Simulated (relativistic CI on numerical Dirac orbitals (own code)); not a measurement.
Radial Dirac CI calculation of Ne2+.

Command:

```sh
python run_levels.py task.json out
```

Input:

```
atom Ne  Z=10  charge=2  electrons=8
nucleus A=20  rms_radius_fm=3.0055
hamiltonian dirac-coulomb  breit=on  qed=on  c_scale=1
orbitals kli  potential=per-configuration
slater_scale 1
correlation none
mixing on
grid step=0.0125 r_max=24.9
scf mixing=0.001 start=green max_iterations=79 tolerance=2e-08 node_fill=0.05
configurations
  [He] 2s2 2p4
  [He] 2s 2p5
end
```

Output:

```
SCF 1: [He] 2s2 2p4
 iter      energy (Ha)   residual   last orbital (Ha)
    1      -125.004583   9.01e-01     -3.95221
    2      -125.008284   9.00e-01     -3.94987
    3      -126.442516   5.03e-02     -2.41427
    4      -126.452892   1.30e-02     -2.49079
    5      -126.453181   2.06e-02     -2.50358
    6      -126.453550   5.08e-03     -2.48766
    7      -126.453581   2.71e-03     -2.48391
    8      -126.453582   2.41e-03     -2.48334
    9      -126.453578   3.69e-05     -2.47885
   10      -126.453578   3.71e-05     -2.47885
   11      -126.453578   3.23e-06     -2.47879
   12      -126.453578   1.06e-07     -2.47878
   13      -126.453578   1.08e-07     -2.47878
   14      -126.453578   3.48e-10     -2.47878
SCF 2: [He] 2s 2p5
 iter      energy (Ha)   residual   last orbital (Ha)
    1      -123.738132   9.52e-01     -3.95221
    2      -123.742497   9.50e-01     -3.94969
    3      -125.410039   6.25e-02     -2.32676
    4      -125.425757   1.38e-02     -2.41981
    5      -125.425972   3.08e-02     -2.44255
    6      -125.426270   1.07e-02     -2.41909
    7      -125.426394   3.08e-03     -2.40805
    8      -125.426394   3.09e-03     -2.40806
    9      -125.426411   6.03e-05     -2.40247
   10      -125.426411   6.28e-05     -2.40247
   11      -125.426412   1.76e-07     -2.40260
   12      -125.426412   1.00e-07     -2.40260
   13      -125.426412   9.28e-08     -2.40260
   14      -125.426412   6.46e-10     -2.40260
orbital energies (Ha): 1s -32.8810  2s -3.3474  2p1/2 -2.4837  2p3/2 -2.4788
configuration averages (Ha): Dirac-Coulomb, Breit, QED
  2s2 2p4                       -126.453578    0.016200    0.010770
  2s 2p5                        -125.426412    0.016149    0.010418
levels: no., configuration, term, J, E (cm-1), weight
   1 2s2 2p4                3P   2                0.0  1.00
   2 2s2 2p4                3P   1              634.9  1.00
   3 2s2 2p4                3P   0              913.2  1.00
   4 2s2 2p4                1D   2            27757.6  1.00
   5 2s2 2p4                1S   0            69001.9  1.00
   6 2s 2p5                 3P*  2           214569.0  1.00
   7 2s 2p5                 3P*  1           215146.8  1.00
   8 2s 2p5                 3P*  0           215460.6  1.00
   9 2s 2p5                 1P*  1           312948.4  1.00
lowest total energy -126.490583 Ha
end: converged
```

Against the reference input this run has: SCF mixing 0.001. The reference run ends at -126.490583 Ha with Breit and QED terms. The iteration limit was 79 against 150. The change (SCF mixing 0.001) leaves the energy and the levels as they were.

With so few configurations and no correlation, terms lie too far apart (by 10 to 50 % or more near neutrality), their order can be wrong, and levels of other configurations are missing.
